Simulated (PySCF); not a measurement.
# Computed records: BCl2H2Si, AlBCl2H

All values are calculated (PySCF 2.14.0). Calculation on a computer-drawn molecule: the log of a Hartree-Fock and frozen-core CCSD(T) single point meant for a local Hartree-Fock minimum, with one planted fault or none, to be diagnosed. Offsets are logged minus clean, where the clean run is the same molecule without the fault. The reference is restricted for singlets and unrestricted otherwise, and also for a bond in bohr or an excited solution. Adding or removing an electron swaps singlet and doublet. The excited solution moves the top pair (singlet) or top alpha electron (doublet) to the lowest empty orbital. Highest occupied and lowest empty are orbital energies over both spins, largest force is the largest gradient component, triples share is (T) over the correlation energy, the T1 limit is 0.02 restricted and 0.045 unrestricted, electrons count all cores, a negative frequency is imaginary (commonest isotopes), and the dipole is about the centre of nuclear charge.

Common to all runs: meant basis cc-pV(D+d)Z; logged SCF converged yes; logged CC converged yes; logged SCF stable within its kind yes; possible faults no fault, one electron removed, one electron added, multiplicity raised by two, geometry at a saddle point, SCF held on an excited solution, minimal basis STO-3G, one bond length entered in bohr, all coordinates scaled.

(1) BCl2H2Si

Logged structure:
```xyz
6
BCl2H2Si
Cl    -1.3388     3.0365     2.1244
B     -0.9219     1.3998     1.6180
Si    -1.6706     0.7036    -0.1071
Cl    -1.5614    -1.3599    -0.2999
H     -0.1323     0.7991     2.2779
H     -3.0311     1.1326    -0.4814
```

- meant charge: 0
- meant multiplicity: 2
- logged electrons: 56
- logged basis functions: 93
- logged spin squared: 0
- logged highest occupied: -1.4289 eV
- logged lowest empty: 7.0205 eV
- logged largest force: 0.045724 hartree/bohr
- logged T1 diagnostic: 0.020234
- logged D1 diagnostic: 0.090232
- logged triples share: 0.031137
- logged dipole magnitude: 1.3806 debye
- logged energy HF: -1233.856 hartree
- logged energy CCSD(T): -1234.38928 hartree
- planted fault: one electron added
- HF energy offset from clean run: -10.81 kcal/mol
- CCSD(T) energy offset from clean run: -33.18 kcal/mol

Drawn bonds:
```csv
atom,other atom,order
1,2,1
2,3,1
3,4,1
2,5,1
3,6,1
```

Notes: T1 above single-reference limit.

(2) AlBCl2H

Logged structure:
```xyz
5
AlBCl2H
Cl    -2.9291    -1.6318    -1.8509
B     -1.8134    -1.2613    -0.7298
Al    -0.2894    -0.6854     0.8062
Cl    -0.2969     1.3682     0.9209
H      0.4672    -1.8488     1.4827
```

* meant charge: 1
* meant multiplicity: 1
* logged electrons: 52
* logged basis functions: 88
* logged spin squared: 0
* logged highest occupied: -16.933 eV
* logged lowest empty: -5.3235 eV
* logged largest force: 1.959e-05 hartree/bohr
* logged lowest frequency: 72.651 cm⁻¹
* logged T1 diagnostic: 0.016601
* logged D1 diagnostic: 0.043669
* logged triples share: 0.030402
* logged dipole magnitude: 4.6919 debye
* logged energy HF: -1186.00309 hartree
* logged energy CCSD(T): -1186.44902 hartree
* planted fault: no fault
* HF energy offset from clean run: 0 kcal/mol
* CCSD(T) energy offset from clean run: 0 kcal/mol

Drawn bonds:
```csv
atom,other atom,order
1,2,1
2,3,1
3,4,1
3,5,1
```

(3) AlBCl2H

Logged structure:
```xyz
5
AlBCl2H
Cl    -2.9291    -1.6318    -1.8509
B     -1.8134    -1.2613    -0.7298
Al    -0.2894    -0.6854     0.8062
Cl    -0.2969     1.3682     0.9209
H      1.1405    -2.8839     2.0846
```

- meant charge: 1
- meant multiplicity: 1
- logged electrons: 52
- logged basis functions: 88
- logged spin squared: 0.8791
- logged highest occupied: -14.267 eV
- logged lowest empty: -5.4603 eV
- logged largest force: 0.010621 hartree/bohr
- logged T1 diagnostic: 0.043688
- logged D1 diagnostic: 0.18098
- logged triples share: 0.037096
- logged dipole magnitude: 4.7657 debye
- logged energy HF: -1185.90503 hartree
- logged energy CCSD(T): -1186.33641 hartree
- planted fault: one bond length entered in bohr, row 4 of the drawn bonds
- HF energy offset from clean run: 61.53 kcal/mol
- CCSD(T) energy offset from clean run: 70.66 kcal/mol

Drawn bonds:
```csv
atom,other atom,order
1,2,1
2,3,1
3,4,1
3,5,1
```

(4) AlBCl2H

Logged structure:
```xyz
5
AlBCl2H
Cl    -2.8993    -2.2668    -0.9318
B     -2.4387    -0.6617    -1.2952
Al    -0.2904    -0.2375    -1.3486
Cl     1.6993     0.1301    -1.3934
H     -3.1942     0.2238    -1.5172
```

- meant charge: 1
- meant multiplicity: 1
- logged electrons: 51
- logged basis functions: 88
- logged spin squared: 0.7732
- logged highest occupied: -22.607 eV
- logged lowest empty: -14.046 eV
- logged largest force: 0.027035 hartree/bohr
- logged T1 diagnostic: 0.036922
- logged D1 diagnostic: 0.18245
- logged triples share: 0.034316
- logged dipole magnitude: 6.5389 debye
- logged energy HF: -1185.45902 hartree
- logged energy CCSD(T): -1185.89513 hartree

Drawn bonds:
```csv
atom,other atom,order
1,2,1
2,3,1
3,4,1
2,5,1
```

**Q.** AlBCl2H (entry 4): planted fault?
**A.** one electron removed

Further results for AlBCl2H (entry 4):

* HF energy offset from clean run: 350.2 kcal/mol
* CCSD(T) energy offset from clean run: 357.9 kcal/mol
